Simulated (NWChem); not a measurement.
System: CClF, singlet; SMILES F[C]Cl

Output (shortened):

```
             Northwest Computational Chemistry Package (NWChem) 7.3.0
             --------------------------------------------------------

 CS  symmetry detected

                             Geometry "geometry" -> ""
                             -------------------------

 Output coordinates in angstroms (scale by  1.889725989 to convert to a.u.)

  No.       Tag          Charge          X              Y              Z
 ---- ---------------- ---------- -------------- -------------- --------------
    1 F                    9.0000    -0.28021513     1.45738207     0.00000000
    2 C                    6.0000     0.66938480     0.59052050     0.00000000
    3 Cl                  17.0000    -0.08790427    -0.97997422     0.00000000

 Effective nuclear repulsion energy (a.u.)      86.2973829422

      Symmetry information
      --------------------

 Group name             Cs
 Group number              2
 Group order               2
 No. of unique centers     3

  pbe96 is a nonlocal functional; adding pw91lda local functional.

                                 NWChem DFT Module
                                 -----------------

 Summary of "ao basis" -> "ao basis" (spherical)
 ------------------------------------------------------------------------------
       Tag                 Description            Shells   Functions and Types
 ---------------- ------------------------------  ------  ---------------------
 F                          def2-svp                 6       14   3s2p1d
 C                          def2-svp                 6       14   3s2p1d
 Cl                         def2-svp                 8       18   4s3p1d

      Symmetry analysis of basis
      --------------------------

        a'         33
        a"         13

            General Information
            -------------------
          SCF calculation type: DFT
          Wavefunction type:  closed shell.
          No. of atoms     :     3
          No. of electrons :    32
           Alpha electrons :    16
            Beta electrons :    16
          Charge           :     0
          Spin multiplicity:     1
          Use of symmetry is: on ; symmetry adaption is: on
          Maximum number of iterations: 150
          AO basis - number of functions:    46
                     number of shells:    20
          Convergence on energy requested:  1.00D-06
          Convergence on density requested:  1.00D-05
          Convergence on gradient requested:  5.00D-04

              XC Information
              --------------
          PerdewBurkeErnzerhof Exchange Functional  1.000
            Perdew 1991 LDA Correlation Functional  1.000 local
           PerdewBurkeErnz. Correlation Functional  1.000 non-local

             Grid Information
             ----------------
          Grid used for XC integration:  medium
          Radial quadrature: Mura-Knowles
          Angular quadrature: Lebedev.
          Tag              B.-S. Rad. Rad. Pts. Rad. Cut. Ang. Pts.
          ---              ---------- --------- --------- ---------
          F                   0.50       49           7.0       434
          C                   0.70       49           6.0       434
          Cl                  1.00       88           7.0       590
          Grid pruning is: on
          Number of quadrature shells:   186
          Spatial weights used:  Erf1

      Superposition of Atomic Density Guess
      -------------------------------------

 Sum of atomic energies:        -596.24084110

      Non-variational initial energy
      ------------------------------

 Total energy =    -596.775799
 1-e energy   =    -996.290272
 2-e energy   =     313.217090
 HOMO         =      -0.255683
 LUMO         =      -0.017596

      Symmetry analysis of molecular orbitals - initial
      -------------------------------------------------

  Numbering of irreducible representations:

     1 a'          2 a"

  Orbital symmetries:

     1 a'          2 a'          3 a'          4 a'          5 a'
     6 a'          7 a"          8 a'          9 a'         10 a'
    11 a'         12 a"         13 a'         14 a"         15 a'
    16 a'         17 a"         18 a'         19 a'         20 a'
    21 a'         22 a"         23 a'         24 a'         25 a'
    26 a"

   convergence    iter        energy       DeltaE   RMS-Dens  Diis-err
 ---------------- ----- ----------------- --------- --------- ---------
 d= 0,ls=0.0,diis     1   -597.3613879449 -6.84D+02  3.74D-02  8.30D-01
 d= 0,ls=0.0,diis     2   -596.8691730099  4.92D-01  3.08D-02  4.89D+00
 d= 0,ls=0.0,diis     3   -597.4509628884 -5.82D-01  1.14D-02  8.59D-02
 d= 0,ls=0.0,diis     4   -597.4506978010  2.65D-04  5.13D-03  1.13D-01
 d= 0,ls=0.0,diis     5   -597.4640981602 -1.34D-02  7.71D-04  3.53D-03
  Resetting Diis
 d= 0,ls=0.0,diis     6   -597.4643963006 -2.98D-04  1.41D-04  6.33D-05
 d= 0,ls=0.0,diis     7   -597.4644059239 -9.62D-06  5.44D-05  1.84D-06
 d= 0,ls=0.0,diis     8   -597.4644057872  1.37D-07  3.92D-05  3.04D-06
 d= 0,ls=0.0,diis     9   -597.4644060911 -3.04D-07  1.14D-05  6.37D-07
 d= 0,ls=0.0,diis    10   -597.4644061648 -7.36D-08  1.06D-06  2.70D-09

         Total DFT energy =     -597.464406164751
      One electron energy =     -995.979789497535
           Coulomb energy =      355.895426727256
    Exchange-Corr. energy =      -43.677426336694
 Nuclear repulsion energy =       86.297382942221

 Numeric. integr. density =       32.000000006958

                  Occupations of the irreducible representations
                  ----------------------------------------------

                     irrep           alpha         beta
                     --------     --------     --------
                     a'               13.0         13.0
                     a"                3.0          3.0

                       DFT Final Molecular Orbital Analysis
                       ------------------------------------

 Vector   14  Occ=2.000000D+00  E=-3.300859D-01  Symmetry=a"
              MO Center= -4.0D-02, -6.7D-01, -9.3D-16, r^2= 1.6D+00
   Bfn.  Coefficient  Atom+Function         Bfn.  Coefficient  Atom+Function
  ----- ------------  ---------------      ----- ------------  ---------------
    41      0.585096  3 Cl pz                38      0.452328  3 Cl pz
    35      0.262244  3 Cl pz                 6      0.210851  1 F  pz
     9     -0.149813  1 F  pz                20      0.146885  2 C  pz
    23      0.091773  2 C  pz                43      0.026812  3 Cl d -1

 Vector   15  Occ=2.000000D+00  E=-3.079112D-01  Symmetry=a'
              MO Center= -4.2D-02, -6.9D-01, -7.2D-15, r^2= 1.6D+00
   Bfn.  Coefficient  Atom+Function         Bfn.  Coefficient  Atom+Function
  ----- ------------  ---------------      ----- ------------  ---------------
    39      0.459594  3 Cl px                40     -0.385456  3 Cl py
    36      0.360748  3 Cl px                37     -0.294220  3 Cl py
     5      0.217000  1 F  py                33      0.208380  3 Cl px
    34     -0.169070  3 Cl py                 8     -0.147752  1 F  py
     4      0.116549  1 F  px                18      0.088566  2 C  px

 Vector   16  Occ=2.000000D+00  E=-2.299032D-01  Symmetry=a'
              MO Center=  6.7D-01,  3.7D-01,  6.2D-15, r^2= 1.9D+00
   Bfn.  Coefficient  Atom+Function         Bfn.  Coefficient  Atom+Function
  ----- ------------  ---------------      ----- ------------  ---------------
    17      0.513608  2 C  s                 18      0.385524  2 C  px
    16      0.360425  2 C  s                 39     -0.346856  3 Cl px
     4      0.254909  1 F  px                36     -0.238148  3 Cl px
    40     -0.194883  3 Cl py                 7     -0.182584  1 F  px
    21      0.164804  2 C  px                15     -0.162918  2 C  s

 Vector   17  Occ=0.000000D+00  E=-1.379373D-01  Symmetry=a"
              MO Center=  4.7D-01,  4.4D-01, -2.5D-14, r^2= 1.6D+00
   Bfn.  Coefficient  Atom+Function         Bfn.  Coefficient  Atom+Function
  ----- ------------  ---------------      ----- ------------  ---------------
    20      0.634248  2 C  pz                23      0.475669  2 C  pz
    41     -0.324895  3 Cl pz                 6      0.291480  1 F  pz
     9     -0.244101  1 F  pz                38     -0.202385  3 Cl pz
    35     -0.114271  3 Cl pz                43      0.060089  3 Cl d -1
    45     -0.032922  3 Cl d  1

 Vector   18  Occ=0.000000D+00  E= 2.014166D-02  Symmetry=a'
              MO Center=  2.7D-01, -1.5D-01, -1.2D-15, r^2= 2.0D+00
   Bfn.  Coefficient  Atom+Function         Bfn.  Coefficient  Atom+Function
  ----- ------------  ---------------      ----- ------------  ---------------
    40      0.736466  3 Cl py                22      0.562574  2 C  py
    32      0.564724  3 Cl s                 19      0.543453  2 C  py
    16     -0.413574  2 C  s                 17     -0.369518  2 C  s
    39      0.344916  3 Cl px                21      0.342594  2 C  px
    18      0.337264  2 C  px                37      0.250819  3 Cl py

 Vector   19  Occ=0.000000D+00  E= 1.203075D-01  Symmetry=a'
              MO Center=  4.1D-01,  6.8D-01,  2.5D-14, r^2= 2.1D+00
   Bfn.  Coefficient  Atom+Function         Bfn.  Coefficient  Atom+Function
  ----- ------------  ---------------      ----- ------------  ---------------
     3      0.931742  1 F  s                 17     -0.882112  2 C  s
    21      0.835948  2 C  px                22     -0.681343  2 C  py
    18      0.377113  2 C  px                 7      0.334405  1 F  px
     8     -0.303155  1 F  py                19     -0.293826  2 C  py
     2      0.236738  1 F  s                  4     -0.233297  1 F  px

     Multipole analysis of the density
     ---------------------------------

     L   x y z        total         alpha         beta         nuclear
     -   - - -        -----         -----         ----         -------
     0   0 0 0     -0.000000    -16.000000    -16.000000     32.000000

[...]
```

Level: PBE/def2-SVP, vertical spin-unrestricted ions. Low-valent species are run as closed-shell singlets; no triplet was tried in these runs. Coordinates come from a PBE0/def2-SVP optimisation.

Task: Write an input that gives this output.

Result: One answer among several that fit: the input that was run:
```
start job
memory heap 200 mb stack 900 mb global 1100 mb
geometry units angstroms noautoz
  F     -0.255033     1.452672     0.000000
  C      0.674636     0.564469     0.000000
  Cl    -0.118123    -0.988423     0.000000
end
basis spherical
  F library def2-svp
  C library def2-svp
  Cl library def2-svp
end
dft
  xc xpbe96 cpbe96
  iterations 150
  vectors input atomic output neutral.movecs
end
task dft energy
charge 1
dft
  odft
  mult 2
  vectors input atomic output cation.movecs
end
task dft energy
```
